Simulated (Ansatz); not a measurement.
A nudged elastic band was laid between two geometries of BClH3Si2 (7 atoms, charge -1, multiplicity 1).

Method: Ansatz 0.2.0, RKS PBE-D4/def2-SVP.

* movable images: 7
* climbing image: yes
* spring: 5.0 eV/Å²
* optimiser: quadratic models (default)
* start path: through a guess of the saddle point
* force threshold: 0.05 eV/Å
* iteration limit: 60
* end points: relaxed

First end point:

```xyz
7
Properties=species:S:1:pos:R:3
Si -0.449 1.180 -0.281
B 0.279 -0.573 0.254
Si 0.543 -2.359 -0.117
Cl 1.608 -3.628 1.302
H 0.100 1.867 -1.531
H -0.123 2.173 0.831
H -1.958 1.341 -0.458
```

Last end point:

```xyz
7
Properties=species:S:1:pos:R:3
Si -0.575 1.076 -0.691
B 0.085 0.007 0.714
Si 0.804 -1.512 -0.316
Cl 1.490 -2.944 1.257
H -0.435 0.695 -2.152
H -0.017 0.284 1.899
H -1.351 2.394 -0.709
```

(1) Which bonds break or form, and what moves?

(2) What energy profile does the band end with?

(3) What is the geometry of the highest image?

(4) What are the harmonic wavenumbers there?

## Answers

(1) Bonds broken: Si1–H6. Bonds formed: B2–H6.

(2) The run converged. The highest image is number 3 of 0 to 8, 37.2 kJ/mol above the first end and 137.5 kJ/mol above the last; the last end lies 100.3 kJ/mol below the first. A vibrational analysis at the climbing image gives one clearly imaginary mode, 497i cm⁻¹: a first-order saddle point. The orbitals stay closed-shell, which can raise the energy where a bond breaks towards radicals; this wasn't checked here. Limits of this set-up: an anion without diffuse functions.

```tsv
image	path coordinate (Å)	energy (kJ/mol)	Si1–H6 (Å)	B2–H6 (Å)
0	0.00	0.0	1.53	2.83
1	1.01	4.6	1.52	2.76
2	2.01	8.3	1.52	2.69
3	3.02	37.2	1.59	1.76
4	3.81	5.8	1.93	1.29
5	4.60	-47.8	2.34	1.23
6	5.39	-76.8	2.54	1.23
7	6.18	-95.6	2.68	1.22
8	6.97	-100.3	2.77	1.22
```

(3) 
```xyz
7
Properties=species:S:1:pos:R:3
Si -0.576 1.070 -0.571
B -0.087 -0.738 -0.401
Si 0.429 -2.548 -0.156
Cl 1.579 -2.350 1.755
H 0.182 2.192 -1.279
H 0.292 0.607 0.674
H -1.819 1.768 -0.023
```

(4) 497i, 58, 107, 277, 303, 391, 427, 536, 577, 716, 961, 1051, 1844, 1989, 2026 cm⁻¹.

The run took 110 s on 2 threads of AMD EPYC 7B13 (Zen 3), on a shared host, peak memory 0.14 GiB.
